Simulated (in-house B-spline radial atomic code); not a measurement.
**S VI (S5+): [Ne] 3s1**

All numbers are computed (non-relativistic B97-1, spin-polarised, spherical fractional occupations; point nucleus) with a radial B-spline atomic code at the basis-set limit, not measured.

Screening seen three ways: the hydrogenic charge with the same mean radius, Z_r = [3n² - l(l+1)]/(2<r>), the one with the same energy, Z_e = n√(-2ε), and Slater's rules. Values are occupation-weighted means over spin.

```csv
shell,electrons,ε (eV),<r> (bohr),Z_r,Z_e,Slater
1s,2,-2503.6,0.09724,15.43,13.57,15.70
2s,2,-297.53,0.4766,12.59,9.35,11.85
2p,6,-242.02,0.438,11.42,8.44,11.85
3s,1,-82.687,1.419,9.51,7.40,7.20
```

The least bound orbital is 3s up at -82.69 eV, and it is also the most diffuse (<r> = 1.419 bohr).
